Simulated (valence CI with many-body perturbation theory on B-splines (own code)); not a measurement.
**S IV: electric-dipole lines**

Calculated by relativistic CI+MBPT: three valence electrons over a frozen Dirac-Fock core [Ne], a basis of 11 s, 11 p, 10 d, 8 f, 5 g, 2 h functions for each j, with the one-electron correlation potential Σ1, the two-electron term Σ2, the three-electron term Σ3, Breit, model QED; selected CI, second order for the rest, scaled by the run's own slope (own B-spline code, finite nucleus).

Set against measurement, 67 paired levels are off by 107 cm⁻¹ on average, the worst by 283. These come from a selection out of NIST levels in Podobedova, Kelleher and Wiese, J. Phys. Chem. Ref. Data 38, 171 (2009). Levels without a partner in it may be off by more. 2 measured levels below the end of the list, from 309921 cm⁻¹ on, found no clear computed partner, and computed levels of the same name lie up to 1064 cm⁻¹ from them.

Lines 201 to 250 of 580 in falling wavelength, among levels below 346118 cm⁻¹, chosen from the strongest by gf and those to the six lowest levels. Wavelengths and rates use the calculated energies, so an error of 100 cm⁻¹ moves a line at 2274 Å by 0.23 % and its rate by three times that or more. Electric multipoles are in the length gauge, E1 and E2 with the static RPA response of the core. Weak lines are less certain than strong ones. Lines between different terms over intervals too small for the method are left out, as are lines whose strength nearly cancels. Where a level lies close to another of its J and parity, the split of strength between their lines is uncertain. The highest levels of a list are the least certain.

Names give the largest LS component (configuration and term), which can be under half, so a name can repeat, a term be missing and a line seem to break the LS rules; names also repeat where a configuration has a term twice. Letters in brackets count levels of one name in rising energy.

| λ vac (Å) | λ from measured levels | Upper | Lower | A (s⁻¹) | log gf | Branch % |
| --- | --- | --- | --- | --- | --- | --- |
| 2280 |  | 3s3p4d ²P°_3/2 | 3s3p4p ²D_5/2 [a] | 4.43e+07 | -0.86 | 4.8 |
| 2280 |  | 3s3p4d ²D°_5/2 | 3s3p4p ⁴D_5/2 | 1.30e+08 | -0.22 | 13.5 |
| 2274 | 2272 | 3s²4d ²D_3/2 | 3p³ ²P°_1/2 | 1.51e+08 | -0.33 | 20.9 |
| 2274 |  | 3s3p4d ⁴F°_7/2 | 3s3p4p ⁴D_5/2 | 6.06e+08 | 0.58 | 70.8 |
| 2273 | 2271 | 3s²4d ²D_5/2 | 3p³ ²P°_3/2 | 1.50e+08 | -0.16 | 20.8 |
| 2273 |  | 3s3p4d ²D°_3/2 | 3s3p4p ⁴D_3/2 | 1.60e+08 | -0.31 | 16.5 |
| 2268 |  | 3s3p4d ⁴F°_3/2 | 3s3p4p ²P_3/2 [a] | 1.16e+08 | -0.45 | 12.3 |
| 2266 |  | 3s3p4d ²D°_5/2 | 3s3p4p ⁴D_3/2 | 4.36e+08 | 0.30 | 45.5 |
| 2265 |  | 3s3p4d ²D°_3/2 | 3s3p4p ⁴D_1/2 | 4.27e+08 | 0.12 | 44.3 |
| 2254 |  | 3s3p4d ⁴F°_5/2 | 3s3p4p ²P_3/2 [a] | 5.03e+08 | 0.36 | 52.8 |
| 2251 |  | 3s3p4d ⁴F°_3/2 | 3s3p4p ²P_1/2 [a] | 4.46e+08 | 0.13 | 47.2 |
| 2237 |  | 3s3p4d ²D°_5/2 | 3s3p4p ²P_3/2 [a] | 1.00e+08 | -0.35 | 10.4 |
| 2227 |  | 3s3p4d ²D°_3/2 | 3s3p4p ²P_1/2 [a] | 7.16e+07 | -0.67 | 7.4 |
| 2169 |  | 3s3p4d ⁴P°_5/2 | 3s3p4p ⁴D_7/2 | 3.19e+07 | -0.87 | 3.9 |
| 2096 |  | 3s²7s ²S_1/2 | 3s²5p ²P°_3/2 | 1.12e+08 | -0.83 | 6.6 |
| 2011 |  | 3s²6d ²D_3/2 | 3s²4f ²F°_5/2 | 4.70e+07 | -0.94 | 5.7 |
| 2007 |  | 3s²6d ²D_5/2 | 3s²4f ²F°_7/2 | 4.44e+07 | -0.79 | 5.4 |
| 1975 | 1965 | 3p³ ²D°_5/2 | 3s3p² ²P_3/2 | 3.04e+07 | -0.97 | 10.8 |
| 1927 |  | 3s3p4d ²P°_3/2 | 3s3p4p ⁴D_3/2 | 6.83e+07 | -0.82 | 7.4 |
| 1906 |  | 3s3p4d ²P°_3/2 | 3s3p4p ²P_3/2 [a] | 2.91e+08 | -0.20 | 31.6 |
| 1894 |  | 3s3p4d ²P°_1/2 | 3s3p4p ²P_3/2 [a] | 1.04e+08 | -0.95 | 11.4 |
| 1882 |  | 3s3p4d ²P°_1/2 | 3s3p4p ²P_1/2 [a] | 1.93e+08 | -0.69 | 21.2 |
| 1880 |  | 3s²5g ²G_7/2 | 3s3p3d ²F°_5/2 [b] | 5.80e+08 | 0.39 | 53.4 |
| 1876 |  | 3s²5g ²G_9/2 | 3s3p3d ²F°_7/2 [b] | 5.95e+08 | 0.50 | 54.8 |
| 1820 |  | 3s²6g ²G_7/2 | 3s²4f ²F°_5/2 | 5.50e+07 | -0.66 | 8.1 |
| 1817 |  | 3s²6g ²G_9/2 | 3s²4f ²F°_7/2 | 5.85e+07 | -0.54 | 8.7 |
| 1784 |  | 3s²5f ²F°_7/2 | 3s²4d ²D_5/2 | 4.35e+08 | 0.22 | 10.1 |
| 1784 |  | 3s²5f ²F°_5/2 | 3s²4d ²D_3/2 | 4.06e+08 | 0.06 | 9.4 |
| 1754 | 1745 | 3s²5s ²S_1/2 | 3s²4p ²P°_3/2 | 7.17e+08 | -0.18 | 19.4 |
| 1747 | 1739 | 3s²5s ²S_1/2 | 3s²4p ²P°_1/2 | 3.41e+08 | -0.51 | 9.2 |
| 1705 |  | 3s3p4p ²P_1/2 [b] | 3s3p3d ²D°_3/2 [b] | 2.31e+08 | -0.70 | 3.4 |
| 1704 |  | 3s3p4p ²P_3/2 [b] | 3s3p3d ²D°_5/2 [b] | 2.28e+08 | -0.40 | 3.4 |
| 1700 | 1697 | 3s3p4p ²P_1/2 [a] | 3s3p3d ²D°_3/2 [a] | 1.18e+08 | -0.99 | 6.2 |
| 1697 | 1690 | 3s3p4p ²D_5/2 [a] | 3s3p3d ²F°_7/2 [a] | 2.24e+08 | -0.24 | 21.5 |
| 1691 | 1689 | 3p³ ²P°_3/2 | 3s²3d ²D_5/2 | 7.99e+07 | -0.86 | 5.8 |
| 1689 | 1687 | 3s3p4p ²P_3/2 [a] | 3s3p3d ²D°_5/2 [a] | 1.16e+08 | -0.70 | 5.9 |
| 1688 | 1682 | 3s3p4p ²D_3/2 [a] | 3s3p3d ²F°_5/2 [a] | 2.86e+08 | -0.31 | 22.9 |
| 1684 | 1676 | 3s²5s ²S_1/2 | 3p³ ²P°_3/2 | 1.70e+08 | -0.84 | 4.6 |
| 1643 | 1638 | 3s²5d ²D_5/2 | 3s3p3d ²F°_7/2 [a] | 1.24e+08 | -0.52 | 10.5 |
| 1634 |  | 3s3p4p ²D_3/2 [b] | 3s²4f ²F°_5/2 | 8.22e+07 | -0.88 | 1.5 |
| 1631 |  | 3s3p4p ²P_3/2 [b] | 3s3p3d ²P°_3/2 [b] | 1.08e+08 | -0.76 | 1.6 |
| 1631 | 1629 | 3s²4p ²P°_1/2 | 3s²3d ²D_3/2 | 3.04e+08 | -0.62 | 11.8 |
| 1629 |  | 3s3p4p ²D_5/2 [b] | 3s²4f ²F°_7/2 | 7.89e+07 | -0.73 | 1.4 |
| 1627 | 1621 | 3s²5d ²D_3/2 | 3s3p3d ²F°_5/2 [a] | 8.92e+07 | -0.85 | 9.1 |
| 1626 | 1624 | 3s²4p ²P°_3/2 | 3s²3d ²D_5/2 | 2.92e+08 | -0.34 | 11.9 |
| 1577 |  | 3s²6p ²P°_1/2 | 3s²4d ²D_3/2 | 1.40e+08 | -0.98 | 21.4 |
| 1576 |  | 3s²6p ²P°_3/2 | 3s²4d ²D_5/2 | 1.27e+08 | -0.72 | 19.5 |
| 1534 |  | 3s3p4p ²S_1/2 [b] | 3s3p3d ²P°_3/2 [b] | 2.53e+08 | -0.75 | 5.2 |
| 1517 |  | 3p²3d ²G_7/2 | 3s3p3d ²F°_5/2 [b] | 8.98e+07 | -0.61 | 30.3 |
| 1511 |  | 3p²3d ²G_9/2 | 3s3p3d ²F°_7/2 [b] | 9.21e+07 | -0.50 | 30.7 |

Task: How does gf follow from A for the line at 1627 Å?

Result: gf = 1.4992 × (2J+1)_upper × A / σ², with σ = 61464 cm⁻¹ and 2J+1 = 4: gf = 0.142.
